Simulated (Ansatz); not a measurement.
BFGeH5NSi, SMILES `F[B]1N[SiH2][GeH2]1`, relaxed with RKS PBE0-D4/def2-TZVP in Ansatz from a PBE-D4/def2-SVP geometry. The force threshold is 0.005 eV/Å; the program also tests the step.

Charge 0, multiplicity 1.

Start:

```xyz
10

F     1.611   -1.167    1.840
B     0.813   -0.588    0.932
N    -0.504   -1.023    0.640
Si   -1.149    0.063   -0.647
Ge    1.023    1.042   -0.383
H    -0.957   -1.819    1.103
H    -1.499   -0.712   -1.891
H    -2.388    0.785   -0.185
H     1.066    2.482    0.185
H     1.983    0.938   -1.594
```

(1) How much energy does the relaxation release, and in how many steps? (An estimate is asked.)

(2) Which bonds change most? (Estimate.)

(3) Give the relaxed structure. (An estimate is asked.)

Results:

(1) Computed: 3.52 kJ/mol, in 7 steps, 1 of them rejected.

(2) Computed: N3–Si4 from 1.803 to 1.769 Å; Si4–Ge5 from 2.397 to 2.377 Å; Si4–H7 from 1.507 to 1.488 Å; Si4–H8 from 1.507 to 1.488 Å.

(3) The calculation gave: 
```xyz
10

F     1.591   -1.151    1.825
B     0.804   -0.579    0.921
N    -0.502   -1.014    0.627
Si   -1.140    0.051   -0.633
Ge    1.007    1.042   -0.390
H    -0.951   -1.799    1.079
H    -1.489   -0.707   -1.865
H    -2.361    0.768   -0.175
H     1.066    2.462    0.186
H     1.975    0.925   -1.574
```
